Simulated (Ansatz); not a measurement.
# Relaxing a trial structure of CH2BeSi

The starting geometry of this gas-phase singlet was optimised with GFN2-xTB; its bonds are those of `[BeH][CH]=[Si]`.

```xyz
5

C    -0.9376    0.4622   -0.6480
Be   -0.1476   -0.8868   -0.0598
Si   -0.7536    2.2132   -0.6177
H     0.3635   -2.0030    0.3336
H    -1.8227    0.1560   -1.2171
```

Task: Predict what becomes of its bonds when it is optimised with B3LYP-D4/def2-TZVP.

Result: It keeps its bonds, and is `[BeH][CH]=[Si]`.

The energy falls by 0.17 eV over 11 steps:

```csv
step,E − E(last) (eV)
1,0.167
2,0.082
3,0.054
4,0.040
5,0.024
7,0.001
8,0.000
9,0.000
10,0.000
11,0.000
```

Final geometry (Å):

```csv
atom,x (Å),y (Å),z (Å)
C,-1.1313,0.4726,-0.7760
Be,-0.2352,-0.7663,-0.1247
Si,-0.4212,1.9438,-0.3859
H,0.4713,-1.7655,0.3900
H,-1.9815,0.0570,-1.3123
```

Frequencies at the end are all real (lowest 134 cm⁻¹). Run with Ansatz 0.2.0, 47 s on 1 thread of Intel(R) Xeon(R) Processor @ 2.50GHz (Skylake/Cascade Lake), with other jobs on the host.
